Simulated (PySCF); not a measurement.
**Computed properties of Si(H)2(Me)(SH) (CH6SSi), SMILES C[SiH2]S**

Si(H)2(Me)(SH) (CH6SSi), SMILES [SiH2](S)C. Coordinates come from a PBE0-D3(BJ)/def2-SVP optimisation. The values are those of a single conformer. All values are computed for the isolated molecule unless a solvent is named; none is compared with measurement here.

**Structure.** All 21 harmonic modes at PBE0-D3(BJ)/def2-SVP (PySCF) are real, so it is a minimum. With heavy atoms numbered as in [SiH2:1]([CH3:2])[SH:3], the shortest bond between them is Si1–C2 at 1.874 Å and the longest Si1–S3 at 2.154 Å.

**Vibrations.** The strongest infrared lines (harmonic, unscaled, degenerate partners summed) lie at 908 cm⁻¹ (241 km/mol, H 81 %, Si 10 %, C 9 %), 2220 cm⁻¹ (120 km/mol, H 97 %), 2245 cm⁻¹ (100 km/mol, H 97 %). The softest mode is at 163 cm⁻¹ and the zero-point energy is 39.7 kcal/mol.

**Electronic structure.** M06-2X/def2-TZVPD (PySCF) places the frontier levels at -8.50 and 0.21 eV, a gap of 8.71 eV, and gives a dipole moment of 1.69 D and a mean polarisability of 63.2 bohr³.

**Excitations.** TDDFT-PBE0/def2-SVPD (PySCF) has S1 at 5.99 eV (207 nm, f = 0.015, weak); the most intense of the 10 singlets computed lies at 7.86 eV (f = 0.05). T1 (TDA) is at 5.56 eV. No vertical singlet excitation falls in the visible range (under 3.1 eV).

**NMR.** GIAO shifts at HF/pcSseg-1 (PySCF) (non-relativistic, atoms alike by connectivity averaged): ¹³C at 2.8 ppm against TMS; ¹H from 0.5 to 4.7 ppm against TMS; ²⁹Si at -23.3 ppm against TMS.
